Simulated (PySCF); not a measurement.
C2H8O2Si, SMILES C[Si@H](O)CO. Geometry: PBE-D3(BJ)/def2-SVP. The structure was generated by enumeration; whether it is a known compound was not checked. One conformer was computed; it need not be the lowest.

Give the equilibrium geometry at PBE-D3(BJ)/def2-SVP (PySCF confirms it by a frequency run) as Cartesian coordinates in Å. (Estimate from the structure and the level; the computed values follow.)

Several could match; the one computed here: 
```xyz
13

C      2.1737    -0.3029     0.2734
Si     0.4652     0.1900    -0.3386
O     -0.2142     1.4590     0.5725
C     -0.8658    -1.1321    -0.0442
O     -2.1489    -0.5271    -0.1684
H      2.9130     0.5136     0.1430
H      2.5452    -1.1838    -0.2912
H      2.1436    -0.5717     1.3490
H      0.5306     0.6100    -1.7872
H     -0.0166     2.3589     0.2643
H     -0.7091    -1.6152     0.9564
H     -0.7935    -1.9531    -0.7904
H     -2.0678     0.3357     0.2889
```
Charge 0, spin multiplicity 1.
